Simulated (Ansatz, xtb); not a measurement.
## Isomers of C3H9AlClN in order of energy

3 gas-phase structures of C3H9AlClN, from a drawn sample of its isomers (lower ones may exist). Each was relaxed with GFN2-xTB; where two conformers were screened, the lower at r2SCAN-D4/def2-SVP is listed:

A. `[NH3+][Al@H-]([Cl])[CH]1CC1`, a singlet
B. `C/C=[CH]\[Al@H-]([NH3+])[Cl]`, a singlet
C. `C[CH2][Al]([Cl])[NH]C`, a singlet

Q: Estimate their order in r2SCAN-D4/def2-SVP energy at these geometries, lowest first.

A: Calculated order at r2SCAN-D4/def2-SVP: C (0.0), B (53.0), A (78.8) kJ/mol.

Energies above the lowest of each column, in kJ/mol; the last columns are at B3LYP-D3(BJ)/def2-SVP geometries (a dash: not run or not comparable):

```
structure  GFN2-xTB  HF/STO-3G  r2SCAN-D4/def2-SVP  B3LYP-D3(BJ)/def2-SVP  CCSD(T)/def2-SVP + ΔMP2/def2-TZVPP
        C       0.0        0.0                 0.0                    0.0                                 0.0
        B      62.5      150.2                53.0                   41.7                                41.2
        A      52.7      146.5                78.8                   77.2                                   –
```

Every level run on C puts it lowest or level with the lowest. Some further structures that were screened fall inside this span and aren't listed. Flexible structures stand in one conformer each, not always the lowest. Frequencies (GFN2-xTB) were run for B, C alone. ΔMP2 is the change of the MP2 energy from the smaller to the larger basis.

Programs: Ansatz 0.2.0, xtb 6.7.1.
